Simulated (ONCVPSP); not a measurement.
**What one change does to a pseudopotential (fluorine, ONCV)**

- Element: fluorine
- Generator: ONCVPSP 4.0.1
- Type: optimised norm-conserving Vanderbilt (ONCV)
- Functional: BLYP
- Relativity: scalar-relativistic
- Frozen core: [He]
- Valence charge: 7
- Reference configuration: 2s2 2p5
- Partial waves: 2s: rc 0.60 bohr, ncon 4, nbas 8, qcut 11.3 1/bohr, local; 2p: rc 1.55 bohr, ncon 4, nbas 7, qcut 7.6 1/bohr, 2 projectors, debl 1.6 Ha
- Local potential: the s channel
- Core correction: Teter function, fcfact 6, rcfact 1

Change: p: nbas 8.

Cutoffs: the cutoffs (Ha) at which the residual kinetic energy of the hardest occupied pseudo-wave falls to 1 and 0.1 mHa per electron; they do not see the model core or the augmentation charge, which bear on the density cutoff. Errors are all-electron minus pseudo energies relative to the spin-unpolarised reference configuration.

How do hardness, ghosts and transferability respond?

The potential gets neither clearly harder nor softer (55 Ha and 99 Ha → 55 Ha and 99 Ha); the errors of the 4 common tests hardly move; neither file shows a bound ghost.

| quantity | base | changed |
| --- | --- | --- |
| cutoff, loose | 55 Ha | 55 Ha |
| cutoff, tight | 99 Ha | 99 Ha |
| loose cutoff by channel | s 55 Ha, p 25 Ha | s 55 Ha, p 25 Ha |
| bound ghosts | none | none |
| GHOST(+) flags under 300 eV | none | none |
| error for 2s2 2p4, meV [ΔE 19.40 eV] | +73 | +76 |
| error for 2s2 2p3, meV [ΔE 57.81 eV] | +531 | +555 |
| error for 2s2 2p2, meV [ΔE 118.51 eV] | +1902 | +1984 |
| error for 2s2 2p4.5, meV [ΔE 7.55 eV] | +12 | +13 |
| s: phases at 0.61 bohr within 0.05 rad from the reference energy up to (Ha; the scan ends near 5) | to the end of the scan | to the end of the scan |
| p: phases at 1.57 bohr within 0.05 rad from the reference energy up to (Ha; the scan ends near 5) | to the end of the scan | to the end of the scan |
| rms error of d²Exc/dni dnj with the model core, mHa | 1.76 | 1.72 |
